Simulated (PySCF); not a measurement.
W(O)(S)(NH2)2 (H4N2OSW), SMILES [W]([NH2])(=[S])([NH2])=[O], multiplicity 1.

Geometry: PBE-D3(BJ)/def2-SVP. The spin state was assumed, not searched. The structure was generated by enumeration; whether it is a known compound was not checked. The def2 effective core potentials stand for the cores of W; spin–orbit coupling is left out. Other conformers were not sampled.

Method: PBE-D3(BJ)/def2-SVP run with PySCF.

Frequencies are harmonic and unscaled.

Computed normal modes with their intensities:
| mode | ν (cm⁻¹) | IR (km/mol) | moving atoms (share of kinetic energy) |
|---|---|---|---|
| 1 | 151 | 0.3 | H 38 %, N 35 %, S 20 % |
| 2 | 180 | 4.7 | N 37 %, S 25 %, H 17 %, W 15 % |
| 3 | 185 | 0.5 | O 35 %, H 22 %, N 15 %, S 14 %, W 13 % |
| 4 | 208 | 5.4 | N 72 %, H 20 % |
| 5 | 232 | 0.9 | O 60 %, H 12 %, N 12 %, S 10 % |
| 6 | 298 | 4.9 | H 64 %, O 25 %, N 9 % |
| 7 | 339 | 11.6 | H 91 % |
| 8 | 397 | 116.6 | H 79 %, N 20 % |
| 9 | 426 | 252.9 | H 79 %, N 20 % |
| 10 | 517 | 20.4 | S 77 %, W 14 % |
| 11 | 618 | 0.1 | H 81 %, N 18 % |
| 12 | 635 | 12.6 | H 74 %, N 17 % |
| 13 | 679 | 107.4 | N 74 %, H 13 %, W 12 % |
| 14 | 688 | 32.6 | N 79 %, H 14 % |
| 15 | 968 | 117.9 | O 91 %, W 8 % |
| 16 | 1451 | 47.5 | H 89 %, N 11 % |
| 17 | 1453 | 17.6 | H 89 %, N 11 % |
| 18 | 3472 | 158.1 | H 96 % |
| 19 | 3476 | 61.2 | H 96 % |
| 20 | 3575 | 0.4 | H 91 %, N 9 % |
| 21 | 3575 | 92.3 | H 91 %, N 9 % |
